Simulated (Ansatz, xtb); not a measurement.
**BFHSeSi: which of two structures lies lower**

Structure a: `FB1[SiH][Se]1`, a doublet. Structure b: a doublet given by its coordinates. Both are isolated molecules in the gas phase, relaxed with PBE0-D3(BJ)/def2-SVP.

a (Å):

| atom | x (Å) | y (Å) | z (Å) |
| --- | --- | --- | --- |
| B | 0.8730 | -0.6309 | -0.7056 |
| F | 1.5614 | -0.5066 | -1.8113 |
| Se | 1.2993 | -1.2577 | 1.0746 |
| Si | -0.7932 | -0.5446 | 0.2872 |
| H | -1.2809 | 0.6841 | 1.0062 |

b (Å):

| atom | x (Å) | y (Å) | z (Å) |
| --- | --- | --- | --- |
| B | 0.2163 | 0.0124 | -0.2094 |
| F | -0.9449 | 0.1451 | -0.8537 |
| Se | 0.1923 | -1.0960 | 1.5208 |
| Si | 1.0738 | -2.1123 | -0.2233 |
| H | 1.1089 | 0.8020 | -0.4026 |

Close contacts (Å): B1–F2 1.33, B1–Se3 2.05, B1–Si4 2.29, Se3–Si4 2.20, B1–H5 1.21.

Quicker runs give these differences E(b) − E(a): GFN2-xTB −66.5 kJ/mol; HF/STO-3G −82.5 kJ/mol (at GFN2-xTB geometries); r2SCAN-D4/def2-SVP −33.4 kJ/mol (at GFN2-xTB geometries).

Problem. Estimate E(b) − E(a) at the level CCSD(T)/def2-SVP + ΔMP2/def2-TZVPP.

Solution. Calculated at CCSD(T)/def2-SVP + ΔMP2/def2-TZVPP: E(b) − E(a) = −16.7 kJ/mol, so structure b lies lower.

How the difference moves with the method:

| level | geometry | E(b) − E(a) (kJ/mol) | departure from the last row (kJ/mol) | job, with rough time for the two |
| --- | --- | --- | --- | --- |
| GFN2-xTB | GFN2-xTB | −66.5 | −49.8 | optimisation, 0.13 s |
| HF/STO-3G | GFN2-xTB | −82.5 | −65.8 | single point, 1.3 s |
| r2SCAN-D4/def2-SVP | GFN2-xTB | −33.4 | −16.7 | single point, 5 s |
| PBE0-D3(BJ)/def2-SVP | PBE0-D3(BJ)/def2-SVP | −3.0 | +13.7 | optimisation, 60 s |
| HF/def2-SVP | PBE0-D3(BJ)/def2-SVP | −2.1 | +14.6 | part of the CCSD(T) run |
| MP2/def2-SVP | PBE0-D3(BJ)/def2-SVP | −2.3 | +14.4 | part of the CCSD(T) run |
| CCSD(T)/def2-SVP | PBE0-D3(BJ)/def2-SVP | −11.9 | +4.8 | single point |
| CCSD(T)/def2-SVP + ΔMP2/def2-TZVPP | PBE0-D3(BJ)/def2-SVP | −16.7 |  | single point, 40 s |

None of the levels shown reverses the order. The largest departure from CCSD(T)/def2-SVP + ΔMP2/def2-TZVPP is that of HF/STO-3G, 65.8 kJ/mol. The last row adds to CCSD(T) the change of the MP2 difference between the two basis sets, here −4.8 kJ/mol.

With harmonic frequencies from PBE0-D3(BJ)/def2-SVP (ideal gas, rigid rotor, one conformer each, 298.15 K, 1 atm): the zero-point term adds +2.9 kJ/mol; ΔH is −13.1 and ΔG −14.9 kJ/mol.

Open shells are spin-unrestricted, with notable spin contamination under HF/STO-3G. The correlated steps freeze 16 core orbitals; the filled d shell of Se is correlated, in a basis made for valence electrons. Run with Ansatz 0.2.0, xtb 6.7.1; the last row on 1 thread of Intel(R) Xeon(R) 6975P-C (Granite Rapids) on a shared host.
